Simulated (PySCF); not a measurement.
Compound: bromochlorodifluoromethane, CBrClF₂.
Atom-mapped SMILES: `[F:1][C:2]([F:3])([Cl:4])[Br:5]`

A GFN2-xTB structure was refined with PBE0-D3(BJ)/def2-SVP geometry optimisation, gas phase in PySCF. Its GFN2-xTB values:

| coordinate | GFN2-xTB |
| --- | --- |
| F1–C2 | 1.331 Å |
| C2–Cl4 | 1.760 Å |
| C2–Br5 | 1.948 Å |
| F1–C2–F3 | 107.0° |
| F1–C2–Cl4 | 112.0° |
| F1–C2–Br5 | 107.3° |
| Cl4–C2–Br5 | 110.9° |

Problem. How do these coordinates change at the PBE0-D3(BJ)/def2-SVP level?

Solution. 
| coordinate | PBE0-D3(BJ)/def2-SVP (Å or °) | change |
| --- | --- | --- |
| F1–C2 | 1.321 | -0.010 |
| C2–Br5 | 1.938 | -0.010 |
| C2–Cl4 | 1.761 | +0.001 |
| F1–C2–Cl4 | 109.6 | -2.4 |
| F1–C2–Br5 | 109.0 | +1.7 |
| F1–C2–F3 | 108.3 | +1.3 |
| Cl4–C2–Br5 | 111.3 | +0.4 |

The energy falls by 0.016 eV over 7 energy and gradient evaluations, the largest force component goes from 0.0098 to 2.3e-04 Eh/bohr, and the atoms move by 0.020 Å rms after alignment. Among the bonds, F1–C2 and C2–Br5 change most and about equally (-0.010 Å). Bonds longer at the end by more than 0.005 Å: 0 of 4; shorter: 2. Rotational constants go from 3803, 1705, 1473 to 3864, 1698, 1481 MHz.

The run used 92 basis functions and 49 SCF cycles in all.

No PBE0-D3(BJ)/def2-SVP frequencies stand behind this structure, so it isn't proved a minimum.
